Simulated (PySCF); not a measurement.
C4H11NSi. Atoms are numbered in the order given.

```xyz
17

C      2.1829    -0.5673    -0.0573
N      0.9545    -0.7773     0.6889
C     -0.2448    -0.2195     0.1018
Si    -0.3950     1.6581    -0.0736
C     -0.8993    -1.1009    -0.9484
C     -1.5127    -0.9966     0.4143
H      2.4673     0.4958    -0.2089
H      3.0176    -1.0688     0.4571
H      2.0880    -1.0219    -1.0568
H      1.0563    -0.4620     1.6524
H      0.6234     2.2272    -1.0055
H     -1.7516     2.0086    -0.5909
H     -0.2023     2.3029     1.2620
H     -0.3637    -2.0229    -1.1891
H     -1.4069    -0.6295    -1.7950
H     -1.3824    -1.8456     1.0900
H     -2.4538    -0.4512     0.5304
```
Charge 0, spin multiplicity 1.

Geometry optimised at B3LYP-D3(BJ)/def2-SVP. This is a generated structure with no PubChem entry under its InChIKey; it may be hypothetical. One conformer was computed; it need not be the lowest.

These are PySCF with PBE0/pcSseg-1 values and carry that method's errors.

GIAO shieldings, no solvent; atoms listed in one row are averaged. δ = σ(ref) − σ: ¹³C against TMS (σ = 186.3 ppm); ¹⁵N against NH3 (σ = 267.4 ppm); ²⁹Si against TMS (σ = 352.7 ppm); ¹H against TMS (σ = 31.56 ppm), references at their B3LYP-D3(BJ)/def2-TZVP geometries, non-relativistic.

Computed chemical shifts:
```csv
nucleus,atoms,count,δ (ppm)
¹³C,C1,1,37.9
¹³C,C3,1,25.8
¹³C,C6,1,19.4
¹³C,C5,1,15.5
¹⁵N,N2,1,59.5
²⁹Si,Si4,1,-64.8
¹H,"H11, H12, H13",3,4.16
¹H,"H7, H8, H9",3,2.72
¹H,H16,1,0.94
¹H,H14,1,0.90
¹H,H17,1,0.86
¹H,H15,1,0.67
¹H,H10,1,0.60
```
